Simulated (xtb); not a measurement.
xtb input (GFN1-xTB):

```bash
xtb mol.xyz --gfn 1 --sp --chrg 0 --uhf 0
```
mol.xyz:
```
2

Al    -0.00000000    -0.00000000    -1.70357231
Br     0.00000000     0.00000000     0.63275543
```

Output:

```
           -------------------------------------------------
          |                Calculation Setup                |
           -------------------------------------------------

           -------------------------------------------------
          |                 G F N 1 - x T B                 |
           -------------------------------------------------

        Reference                      10.1021/acs.jctc.7b00118
      * Hamiltonian:
        H0-scaling (s, p, d)           1.850000    2.250000    2.000000
        zeta-weighting                 0.000000
      * Dispersion:
        s8                             2.400000
        a1                             0.630000
        a2                             5.000000
        s9                             0.000000
      * Repulsion:
        kExp                           1.500000
        rExp                           1.000000
      * Coulomb:
        alpha                          2.000000
        third order                    atomic
        anisotropic                    false
      * Halogen bond correction:
        rad-scale                      1.300000
        damping                        0.440000

          ...................................................
          :                      SETUP                      :
          :.................................................:
          :  # basis functions                  20          :
          :  # atomic orbitals                  18          :
          :  # shells                            6          :
          :  # electrons                        10          :
          :  # halogen bonds                     0          :
          :  max. iterations                   250          :
          :  Hamiltonian                  GFN1-xTB          :
          :  restarted?                      false          :
          :  GBSA solvation                  false          :
          :  PC potential                    false          :
          :  electronic temp.          300.0000000     K    :
          :  accuracy                    1.0000000          :
          :  -> integral cutoff          0.2500000E+02      :
          :  -> integral neglect         0.1000000E-07      :
          :  -> SCF convergence          0.1000000E-05 Eh   :
          :  -> wf. convergence          0.2000000E-04 e    :
          :  Broyden damping             0.4000000          :
          :  net charge                          0          :
          :  unpaired electrons                  0          :
          ...................................................

 iter      E             dE          RMSdq      gap      omega  full diag
   1     -5.1648718 -0.516487E+01  0.512E+00    5.48       0.0  T
   2     -5.2321905 -0.673187E-01  0.415E+00    7.18       1.0  T
   3     -5.2505172 -0.183267E-01  0.232E+00    7.02       1.0  T
   4     -5.2503850  0.132266E-03  0.738E-01    6.70       1.0  T
   5     -5.2521651 -0.178013E-02  0.114E-02    6.87       6.2  T
   6     -5.2521654 -0.280692E-06  0.467E-03    6.87      15.2  T
   7     -5.2521654 -0.580416E-07  0.638E-05    6.87    1108.8  T
   8     -5.2521654 -0.941647E-11  0.247E-05    6.87    2862.4  T

   *** convergence criteria satisfied after 8 iterations ***

         #    Occupation            Energy/Eh            Energy/eV
      -------------------------------------------------------------
         1        2.0000           -0.6764694             -18.4077
         2        2.0000           -0.4967576             -13.5175
         3        2.0000           -0.4223497             -11.4927
         4        2.0000           -0.4223497             -11.4927
         5        2.0000           -0.3982379             -10.8366 (HOMO)
         6                         -0.1456258              -3.9627 (LUMO)
         7                         -0.1456258              -3.9627
         8                         -0.0920800              -2.5056
         9                         -0.0920800              -2.5056
        10                         -0.0781751              -2.1273
       ...                                ...                  ...
        18                          0.4878684              13.2756
      -------------------------------------------------------------
                  HL-Gap            0.2526120 Eh            6.8739 eV
             Fermi-level           -0.2719319 Eh           -7.3996 eV

 SCC (total)                   0 d,  0 h,  0 min,  0.005 sec
 SCC setup                      ...        0 min,  0.000 sec (  6.339%)
 Dispersion                     ...        0 min,  0.000 sec (  1.756%)
 classical contributions        ...        0 min,  0.000 sec (  0.950%)
 integral evaluation            ...        0 min,  0.001 sec ( 23.124%)
 iterations                     ...        0 min,  0.002 sec ( 40.452%)
 molecular gradient             ...        0 min,  0.001 sec ( 19.785%)
 printout                       ...        0 min,  0.000 sec (  6.766%)

         :::::::::::::::::::::::::::::::::::::::::::::::::::::
         ::                     SUMMARY                     ::
         :::::::::::::::::::::::::::::::::::::::::::::::::::::
         :: total energy              -5.243942555531 Eh    ::
         :: gradient norm              0.017611623295 Eh/a0 ::
         :: HOMO-LUMO gap              6.873923290696 eV    ::
         ::.................................................::
         :: SCC energy                -5.252165421868 Eh    ::
         :: -> electrostatic           0.005337616624 Eh    ::
         :: repulsion energy           0.008702344644 Eh    ::
         :: dispersion energy         -0.000479478307 Eh    ::
         :: halogen bond corr.         0.000000000000 Eh    ::
         :: add. restraining           0.000000000000 Eh    ::
         :: total charge               0.000000000000 e     ::
         :::::::::::::::::::::::::::::::::::::::::::::::::::::

           -------------------------------------------------
          |                Property Printout                |
           -------------------------------------------------

    * Orbital Energies and Occupations

         #    Occupation            Energy/Eh            Energy/eV
      -------------------------------------------------------------
         1        2.0000           -0.6764694             -18.4077
         2        2.0000           -0.4967576             -13.5175
         3        2.0000           -0.4223497             -11.4927
         4        2.0000           -0.4223497             -11.4927
         5        2.0000           -0.3982379             -10.8366 (HOMO)
         6                         -0.1456258              -3.9627 (LUMO)
         7                         -0.1456258              -3.9627
         8                         -0.0920800              -2.5056
         9                         -0.0920800              -2.5056
        10                         -0.0781751              -2.1273
        11                         -0.0449899              -1.2242
        12                         -0.0449899              -1.2242
        13                         -0.0304873              -0.8296
        14                         -0.0304873              -0.8296
        15                          0.0097464               0.2652
        16                          0.1054078               2.8683
       ...                                ...                  ...
        18                          0.4878684              13.2756
      -------------------------------------------------------------
                  HL-Gap            0.2526120 Eh            6.8739 eV
             Fermi-level           -0.2719319 Eh           -7.3996 eV

  Mulliken/CM5 charges         n(s)   n(p)   n(d)
Note: The following floating-point exceptions are signalling: IEEE_DENORMAL
normal termination of xtb
     1Al    0.15588  0.10632   1.968  0.559  0.317
     2Br   -0.15588 -0.10632   1.865  5.297 -0.005

Wiberg/Mayer (AO) data.
largest (>0.10) Wiberg bond orders for each atom

 ---------------------------------------------------------------------------
     #   Z sym  total        # sym  WBO       # sym  WBO       # sym  WBO
 ---------------------------------------------------------------------------
     1  13 Al   1.441 --     2 Br   1.441
     2  35 Br   1.441 --     1 Al   1.441
 ---------------------------------------------------------------------------

Topologies differ in total number of bonds
Writing topology from bond orders to xtbtopo.mol

 dipole moment from electron density (au)
     X       Y       Z
  -0.0000   0.0000  -1.9123  total (Debye):    4.860

           -------------------------------------------------
          | TOTAL ENERGY               -5.243942555531 Eh   |
          | GRADIENT NORM               0.017611623295 Eh/α |
          | HOMO-LUMO GAP               6.873923290696 eV   |
           -------------------------------------------------

------------------------------------------------------------------------
------------------------------------------------------------------------
 total:
 SCF:
```
